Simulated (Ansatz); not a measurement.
Geometry optimisation, RKS B3LYP/STO-3G in Ansatz 0.2.0.

Input file:

```yaml
crystal:
  periodic: [false, false, false]
  atoms:
    - { symbol: C, position_ang: [0.1926, -1.7465, 0.562] }
    - { symbol: Si, position_ang: [0.2981, -0.4495, -0.8262] }
    - { symbol: S, position_ang: [2.1896, -0.6736, -1.7688] }
    - { symbol: Cl, position_ang: [-1.1171, -0.7725, -2.26] }
    - { symbol: C, position_ang: [0.1684, 1.284, -0.1605] }
    - { symbol: Al, position_ang: [-1.6081, 1.6104, 0.7166] }
    - { symbol: H, position_ang: [-0.8395, -1.6338, 1.0066] }
    - { symbol: H, position_ang: [0.9496, -1.4805, 1.3186] }
    - { symbol: H, position_ang: [0.3006, -2.7031, 0.1804] }
    - { symbol: H, position_ang: [2.8974, -0.3945, -0.5274] }
    - { symbol: H, position_ang: [0.2849, 2.0185, -0.9497] }
    - { symbol: H, position_ang: [0.985, 1.4582, 0.6265] }
    - { symbol: H, position_ang: [-2.6283, 2.7591, 0.1454] }
    - { symbol: H, position_ang: [-2.0861, 0.6946, 1.9654] }
basis:
  gaussian: { orbitals: STO-3G }
hamiltonian:
  xc: b3lyp
relax:
  f_tol: 0.015
  max_steps: 40
output:
  orbitals: {}
```

Command:

```bash
$ ansatz run input.yaml --threads 1 --pin off --max-ram 2048MiB --backend cpu --events-out ev --progress --plain --runs-dir out
```

Problem. Where does it end, and by what steps?

Solution. The forces met the threshold. Limits of this set-up: minimal basis. After 31 steps the energy has fallen by 1.614 eV; H10 moved furthest, 2.20 Å. Joined: Cl4–Al6.

```csv
step,energy less start (eV),largest force component (eV/Å),accepted
0,0.0000,3.835,yes
2,-0.8669,0.670,yes
4,-0.9290,0.047,yes
6,-0.9592,0.563,yes
8,-1.1199,0.611,yes
10,-1.3220,0.741,yes
12,-1.3665,0.551,yes
14,-1.4191,0.134,yes
16,-1.4506,0.665,yes
18,-1.5416,0.232,yes
20,-1.6043,0.156,yes
22,-1.6114,0.079,yes
24,-1.6120,0.106,yes
26,-1.6129,0.094,yes
28,-1.6134,0.018,yes
30,-1.6136,0.022,yes
31,-1.6137,0.011,yes
```

```xyz
14
Properties=species:S:1:pos:R:3
C 0.457 -1.973 0.786
Si 0.488 -0.455 -0.316
S 1.944 -0.704 -1.831
Cl -1.540 -0.480 -1.277
C 0.215 1.215 0.453
Al -1.636 1.599 -0.058
H -0.387 -1.928 1.486
H 1.383 -2.035 1.374
H 0.366 -2.895 0.199
H 1.900 0.599 -2.220
H 0.935 1.943 0.060
H 0.376 1.151 1.537
H -1.829 2.614 -1.145
H -2.683 1.322 0.980
```

Whether the end is a true minimum wasn't checked by a vibrational analysis.

Time of the run: 2.8 min on 1 thread of Arm Neoverse V1, on a shared host, peak memory 0.19 GiB.
